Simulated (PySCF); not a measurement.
SMILES [O]([GeH3])[SiH2]O[SiH2]C, singlet, GFN2-xTB optimised geometry.

```
16

Si    -0.57    -2.46     2.76
C     -2.39    -1.99     2.49
O      0.23    -2.47     1.34
Si     0.70    -1.70     0.00
O      0.27    -0.14     0.00
Ge    -0.74     1.11     0.65
H     -0.42    -3.84     3.22
H      0.08    -1.50     3.65
H     -2.88    -2.68     1.80
H     -2.95    -2.01     3.42
H     -2.48    -0.99     2.07
H      0.02    -2.35    -1.11
H      2.15    -1.70     0.00
H     -2.15     0.84     0.19
H     -0.63     1.09     2.15
H     -0.18     2.35     0.04
```

Density from PBE0/def2-TZVP in PySCF at that geometry.

Minimum of the electron density along straight lines between bonded atoms, close to the bond critical point (lines longer than 1.1 times the sum of covalent radii, or with two minima, are not listed):

```tsv
bond	length / Å	ρ at the minimum / e bohr⁻³	∇²ρ there / e bohr⁻⁵	position (fraction from the first atom)
Si1–C2	1.899	0.118	0.15	0.39
Si1–O3	1.623	0.139	0.92	0.42
O3–Si4	1.617	0.142	0.94	0.59
Si4–O5	1.622	0.141	0.91	0.42
O5–Ge6	1.729	0.152	0.82	0.52
Si1–H7	1.462	0.127	0.18	0.49
Si1–H8	1.469	0.126	0.17	0.49
C2–H9	1.087	0.274	-0.92	0.64
C2–H10	1.086	0.274	-0.92	0.64
C2–H11	1.090	0.272	-0.90	0.64
Si4–H12	1.457	0.130	0.18	0.49
Si4–H13	1.455	0.130	0.18	0.49
Ge6–H14	1.504	0.143	0.08	0.59
Ge6–H15	1.501	0.143	0.08	0.59
Ge6–H16	1.498	0.144	0.08	0.59
```
